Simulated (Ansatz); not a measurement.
Calculated with Ansatz (gas phase, PBE0-D4/def2-TZVP geometries, no zero-point term in ΔE). CCSD(T)/CBS is the MP2 limit (def2-TZVPP, def2-QZVPP) plus CCSD(T) − MP2 in def2-TZVPP, frozen cores. This one scheme is used for every species. Functionals use def2-TZVPP. Each species was taken in one conformer, which may not be the lowest.

Consider the silylene formation by 1,1-elimination: `N[SiH](C=O)CO` → `O=CCO` + `N[SiH]`.

`N[SiH](C=O)CO`:

Cartesian coordinates in Å:
```
N -1.671 -0.646 0.181
Si 0.042 -0.621 0.248
C 0.650 -0.137 2.009
O 1.830 -0.111 2.265
C 0.599 0.756 -0.912
O -0.051 0.550 -2.160
H -2.083 -0.355 -0.693
H -2.204 -1.394 0.596
H 0.732 -1.901 -0.079
H -0.087 0.161 2.795
H 0.330 1.728 -0.475
H 1.692 0.730 -1.004
H 0.222 1.240 -2.770
```

`O=CCO`:

```xyz
8

O    -0.834   -1.489    0.243
C     0.211   -0.922    0.069
C     0.282    0.565   -0.089
O    -0.968    1.160   -0.009
H     1.170   -1.474    0.017
H     0.964    0.949    0.687
H     0.771    0.774   -1.054
H    -1.597    0.437    0.135
```

`N[SiH]`:

Cartesian coordinates in Å:
```
N 0.542 0.150 -0.041
Si -0.750 -0.373 0.945
H 0.502 0.324 -1.033
H 1.461 0.320 0.337
H -1.756 -0.421 -0.209
```

| species | PBE0 energy (Eh) |
| --- | --- |
| `N[SiH](C=O)CO` | -574.80362 |
| `O=CCO` | -228.88804 |
| `N[SiH]` | -345.87301 |

**Question.** Work out ΔE.

**Answer.** ΔE = (-228.88804) + (-345.87301) − (-574.80362) = 0.04257 Eh = +111.8 kJ/mol. CCSD(T)/CBS gives +120.8 kJ/mol.

Largest T1 diagnostic among the species: 0.015.

From PBE to PBE0 (25 % exact exchange), in def2-TZVPP and without D4, ΔE moves by +11.7 kJ/mol. In def2-TZVPP, CCSD(T) changes the Hartree–Fock value by +9.8 kJ/mol (the triples alone add +1.3 kJ/mol) and MP2 by +23.3 kJ/mol. The D4 term adds +16.1 kJ/mol with B3LYP and +9.2 kJ/mol with PBE0; it sums over pairs of atoms, weighted by their polarisabilities, and B3LYP, whose exchange is more repulsive, gets the larger term.

B3LYP here is the variant with VWN-RPA as its local correlation; programs differ in this.
